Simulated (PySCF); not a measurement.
# Solvent effects on NMR parameters

Cartesian coordinates in Å; atom numbers follow the order of the lines, from 1:
```xyz
22

C     3.395   -0.136   -1.012
C     2.506   -0.869   -0.340
C     1.702   -0.405    0.831
C     0.190   -0.467    0.596
C    -0.616   -0.097    1.849
C    -2.112   -0.093    1.506
Si   -2.150    0.615   -0.258
C    -0.286    0.434   -0.558
H     3.943   -0.546   -1.864
H     3.609    0.900   -0.731
H     2.322   -1.903   -0.664
H     1.986    0.629    1.096
H     1.944   -1.033    1.708
H    -0.069   -1.513    0.339
H    -0.383   -0.780    2.683
H    -0.305    0.912    2.177
H    -2.504   -1.124    1.487
H    -2.717    0.466    2.236
H    -2.615    2.036   -0.324
H    -3.000   -0.188   -1.193
H     0.192    1.427   -0.473
H    -0.006    0.037   -1.545
```

GIAO PBE0/pcSseg-1 in PySCF 2.14.0 with density-fitted response routines on one PBE0-D3(BJ)/def2-SVP conformer, non-relativistic, equivalent nuclei averaged. Solvents enter as an IEF-PCM continuum (benzene with ε = 2.3, dimethylsulfoxide with ε = 46.8) around the gas-phase geometry.

Gas phase, σ in ppm: C2 35.8, C1 61.2, C3 137.9, C4 140.8, C5 146.5, C8 169.6, C6 175.4, Si7 376.3, H11 25.31, H10 25.89, H9 25.97, H20 27.06, H19 27.07, H13 28.72. Dipole moment 0.63 D.

Problem. How does each σ change in the continuum?

Solution. 
| atoms | environment | Δσ, benzene | Δσ, dimethylsulfoxide |
| --- | --- | --- | --- |
| C2 | alkene CH | -1.0 | -2.4 |
| C1 | terminal =CH2 carbon | +0.5 | +1.2 |
| C3 | allylic sp3 CH2 | +0.3 | +0.7 |
| C4 | sp3 CH in a ring | +0.2 | +0.6 |
| C5 | sp3 CH2 in a ring | +0.3 | +0.7 |
| C8 | sp3 CH2 bonded to Si | +0.2 | +0.5 |
| C6 | sp3 CH2 bonded to Si | +0.2 | +0.4 |
| Si7 | silicon bonded to 2 C, 2 H, in a 5-membered ring | -0.3 | -0.6 |
| H11 | hydrogen on an alkene CH | -0.09 | -0.23 |
| H10 | hydrogen on a terminal =CH2 carbon | -0.04 | -0.09 |
| H9 | hydrogen on a terminal =CH2 carbon | -0.04 | -0.08 |
| H20 | hydrogen on a silicon bonded to 2 C, in a 5-membered ring | +0.05 | +0.11 |
| H19 | hydrogen on a silicon bonded to 2 C, in a 5-membered ring | +0.05 | +0.11 |
| H13 | hydrogen on an allylic sp3 CH2 | -0.03 | -0.07 |

Changes are relative to the gas phase. The dipole moment becomes 0.75 D in benzene, 0.93 D in dimethylsulfoxide.

Problem. Which of the listed nuclei move most (in ppm), and what does the model miss?

Solution. C2 (alkene CH, -2.4 ppm) in dimethylsulfoxide. A continuum only polarises the solute; specific hydrogen bonds, the anisotropy of aromatic solvents and changes of geometry or conformer are outside it.
